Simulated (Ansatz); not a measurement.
Species: C10H9BO, SMILES `Bc1cc2cccc(O)cc-2c1` (charge 0, multiplicity 1).

Q: Give a relaxed geometry from Ansatz (an electronic-structure program) with PBE0-D3(BJ)/def2-SVP.

A: Several could match; the one computed here: the end point of this relaxation, one of several conformers (outside a Z-matrix the atoms follow the SMILES, hydrogens last).
Bonded distances (Å): B1–C2 1.537, B1–H13 1.211, B1–H14 1.211, C2–C3 1.417, C2–C12 1.419, C3–C4 1.401, C3–H15 1.090, C4–C5 1.391, C4–C11 1.496, C5–C6 1.397, C5–H16 1.095, C6–C7 1.391, C6–H17 1.093, C7–C8 1.404, C7–H18 1.094, C8–O9 1.357, C8–C10 1.397, O9–H19 0.963, C10–C11 1.393, C10–H20 1.098, C11–C12 1.399, C12–H21 1.090. Angles (°): C2–B1–H13 120.4, C2–B1–H14 120.5, H13–B1–H14 119.1, B1–C2–C3 125.9, B1–C2–C12 126.0, C3–C2–C12 108.1, C2–C3–C4 109.4, C2–C3–H15 125.5, C4–C3–H15 125.1, C3–C4–C5 126.4, C3–C4–C11 106.6, C5–C4–C11 127.0, C4–C5–C6 128.5, C4–C5–H16 115.5, C6–C5–H16 116.0, C5–C6–C7 129.4, C5–C6–H17 115.7, C7–C6–H17 114.9, C6–C7–C8 130.4, C6–C7–H18 116.5, C8–C7–H18 113.0, C7–C8–O9 113.7, C7–C8–C10 127.1, O9–C8–C10 119.2, C8–O9–H19 109.7, C8–C10–C11 129.7, C8–C10–H20 115.5, C11–C10–H20 114.8, C4–C11–C10 127.8, C4–C11–C12 106.6, C10–C11–C12 125.6, C2–C12–C11 109.3, C2–C12–H21 125.4, C11–C12–H21 125.2.
